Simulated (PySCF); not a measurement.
Choosing a molecule for a target property.

Each SMILES stands for a single optimised conformer of the isolated species, non-relativistic unless stated. Electronic properties by PySCF.

Dipoles, sizes and rotational constants follow the conformer. The torsions of the flexible species, by atom-mapped SMILES:
- `[CH3:1][N+:2]([CH3:3])([GaH3-:4])[CH:5]1[CH2:6][CH2:7]1`: C1–N2–C5–C6 83°
- `[CH3:1]/[CH:2]=[N:3]/[SiH2:4][OH:5]`: C2–N3–Si4–O5 120°, H–O5–Si4–N3 52°
- `[CH3:1][CH:2]([CH3:3])[c:4]1[cH:5][cH:6][cH:7][cH:8][cH:9]1`: C1–C2–C4–C5 -63°
- `[CH3:1][N:2]([SiH2:3][SiH3:4])[CH:5]1[CH2:6][CH2:7][CH2:8]1`: C1–N2–Si3–Si4 -19°, C1–N2–C5–C6 -72°
- `[CH3:1][O:2]/[CH:3]=[N:4]/[SiH3:5]`: C1–O2–C3–N4 0°

The conformers of `C=C[C@H]1CBCCC1` aren't listed.

Question: Wanted: lowest triplet excitation (Tamm–Dancoff) above 7 eV (TDA CAM-B3LYP/def2-SVPD) and electronic spatial extent ⟨r²⟩ about the centre of nuclear charge below 500 bohr² (CAM-B3LYP/def2-SVPD), at PBE0-D3(BJ)/def2-SVP geometries. Which candidate meets both?
A. `C[N+](C)([GaH3-])C1CC1`
B. `CO/C=N/[SiH3]`
C. `[CH3][Be][F]`
D. `CN([SiH2][SiH3])C1CCC1`
E. `CC(C)c1ccccc1`
F. `N(/[SiH2]O)=C\C`

Answer: C. Computed values:
```csv
species,lowest triplet excitation (Tamm–Dancoff),electronic spatial extent ⟨r²⟩ about the centre of nuclear charge
N(/[SiH2]O)=C\C,3.84 eV,753 bohr²
CC(C)c1ccccc1,4.07 eV,1322 bohr²
CO/C=N/[SiH3],5.01 eV,741 bohr²
CN([SiH2][SiH3])C1CCC1,5.53 eV,1954 bohr²
C[N+](C)([GaH3-])C1CC1,6.52 eV,1213 bohr²
[CH3][Be][F],7.27 eV,219 bohr²
```

Question: Wanted: HOMO–LUMO gap between 10 eV and 10.6 eV (CAM-B3LYP/def2-SVPD) and static isotropic polarisability below 110 au (CAM-B3LYP/def2-SVPD), at PBE0-D3(BJ)/def2-SVP geometries. Which candidate meets both?
A. `CO/C=N/[SiH3]`
B. `CN([SiH2][SiH3])C1CCC1`
C. `[CH3][Be][F]`
D. `C(=C)[C@H]1CBCCC1`
E. `C[N+](C)([GaH3-])C1CC1`

Answer: A. Computed values:
| species | HOMO–LUMO gap | static isotropic polarisability |
| --- | --- | --- |
| CN([SiH2][SiH3])C1CCC1 | 8.73 eV | 124.0 au |
| C(=C)[C@H]1CBCCC1 | 8.96 eV | 94.4 au |
| C[N+](C)([GaH3-])C1CC1 | 9.82 eV | 99.1 au |
| CO/C=N/[SiH3] | 10.11 eV | 66.2 au |
| [CH3][Be][F] | 11.10 eV | 27.6 au |

Question: Wanted: dipole moment below 1 D (CAM-B3LYP/def2-SVPD) and HOMO energy below -8.9 eV (CAM-B3LYP/def2-SVPD), at PBE0-D3(BJ)/def2-SVP geometries. Which candidate meets both?
A. `[CH3][Be][F]`
B. `CC(C)c1ccccc1`
C. `CO/C=N/[SiH3]`
D. `C[N+](C)([GaH3-])C1CC1`

Answer: C. Computed values:
| species | dipole moment | HOMO energy |
| --- | --- | --- |
| CC(C)c1ccccc1 | 0.37 D | -8.18 eV |
| CO/C=N/[SiH3] | 0.90 D | -9.02 eV |
| [CH3][Be][F] | 1.38 D | -10.50 eV |
| C[N+](C)([GaH3-])C1CC1 | 4.50 D | -8.84 eV |
